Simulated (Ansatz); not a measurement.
Ansatz (a program for electronic structure) input (PBE/def2-TZVP):

Ansatz 0.2 input:
```yaml
crystal:
  periodic: [false, false, false]
  atoms:
    - {symbol: Zn, position_ang: [-0.00000000, -0.00000000, -0.74981373]}
    - {symbol: Cl, position_ang: [0.00000000, 0.00000000, 1.32320071]}
basis:
  gaussian:
    orbitals: def2-TZVP
hamiltonian:
  xc: {name: PBE}
total_charge: 1
relax: {f_tol: 0.003, max_steps: 100}
```

Output:

```
Functional definition: PBE
integrals: 0.02 GiB planned
716 factors; their error is unknown
mean field: 0.18 GiB planned
mean field evaluation 1: about -60910.1137 eV, gradient 7.7e1 eV
mean field evaluation 2: about -60738.7493 eV, gradient 2.2e2 eV
mean field evaluation 4: about -60912.6254 eV, gradient 5.5e1 eV
mean field evaluation 8: about -60922.0789 eV, gradient 1.2e-1 eV
mean field evaluation 16: about -60922.0670 eV, gradient 1.9e-5 eV
mean field -60922.06704052 eV, -2238.8446692788 hartree, gradient 2.0e-5 eV, S^2 0.000000; 0 other end points of the search recorded, 0 dependent functions left out
the calculation of the forces begins
reference -60922.06708064 eV, -2238.8446707533 hartree; 23, 23 occupied and 62, 62 virtual orbitals, 716 factors
relax step   1: F+E_penalty+E_count = -60922.06704052 eV  Δ(F+E_penalty+E_count) = +0.000e0 eV  max|allowed force component| = 9.364e-2 eV/Å  Δτ_max = 0.0000 Å  (28 SCF iters, accepted)
these checks for a lower state are left out or cut short: starts, cluster_reference, orbital_swaps, neighbouring_geometries, increment
integrals: 0.02 GiB planned
716 factors; their error is unknown
mean field: 0.18 GiB planned
mean field -60922.06730799 eV, -2238.8446791084 hartree, gradient 8.1e-6 eV, S^2 0.000000; 0 other end points of the search recorded, 0 dependent functions left out
the calculation of the forces begins
reference -60922.06734810 eV, -2238.8446805821 hartree; 23, 23 occupied and 62, 62 virtual orbitals, 716 factors
relax step   2: F+E_penalty+E_count = -60922.06730799 eV  Δ(F+E_penalty+E_count) = -2.675e-4 eV  max|allowed force component| = 1.610e-2 eV/Å  Δτ_max = 0.0024 Å  (28 SCF iters, accepted)
these checks for a lower state are left out or cut short: starts, cluster_reference, orbital_swaps, neighbouring_geometries, increment
integrals: 0.02 GiB planned
716 factors; their error is unknown
mean field: 0.18 GiB planned
mean field -60922.06731601 eV, -2238.8446794028 hartree, gradient 2.0e-5 eV, S^2 0.000000; 0 other end points of the search recorded, 0 dependent functions left out
the calculation of the forces begins
reference -60922.06735610 eV, -2238.8446808764 hartree; 23, 23 occupied and 62, 62 virtual orbitals, 716 factors
relax step   3: F+E_penalty+E_count = -60922.06731601 eV  Δ(F+E_penalty+E_count) = -8.012e-6 eV  max|allowed force component| = 2.908e-4 eV/Å  Δτ_max = 0.0005 Å  (20 SCF iters, accepted)
integrals: 0.02 GiB planned
716 factors; their error is unknown
mean field: 0.18 GiB planned
mean field evaluation 32: about -60910.1275 eV, gradient 7.7e1 eV
mean field -60922.06731601 eV, -2238.8446794028 hartree, gradient 2.0e-5 eV, S^2 0.000000; 1 other end points of the search recorded, 0 dependent functions left out
the calculation of the forces begins
reference -60922.06735610 eV, -2238.8446808764 hartree; 23, 23 occupied and 62, 62 virtual orbitals, 716 factors
Total energy: -60922.06735610 eV, -2238.8446808764 hartree
Atom 0 at    -0.000000    -0.000000    -0.746876 Å, force     0.000000     0.000000    -0.000291 eV/Å
Atom 1 at     0.000000     0.000000     1.320263 Å, force     0.000000     0.000000     0.000291 eV/Å
Dipole moment:    -0.000000    -0.000000    -0.989326 e Å
```
